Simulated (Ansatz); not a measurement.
Species: H$_{3}$BS$_{3}$, SMILES `SB(S)S` (charge 0, multiplicity 1).

Q: Give a relaxed geometry from B3LYP-D3(BJ)/def2-TZVP (Ansatz, an electronic-structure program).

A: This is not unique; one that fits is the end point of this relaxation, one of several conformers (outside a Z-matrix the atoms follow the SMILES, hydrogens last).
Cartesian coordinates (Å) in one orientation:
```xyz
7

S     -1.247    -0.887    -0.094
B      0.095     0.318     0.028
S     -0.322     2.077     0.171
S      1.867    -0.053     0.023
H     -0.511    -2.007    -0.177
H     -1.658     1.939     0.139
H      1.777    -1.387    -0.090
```
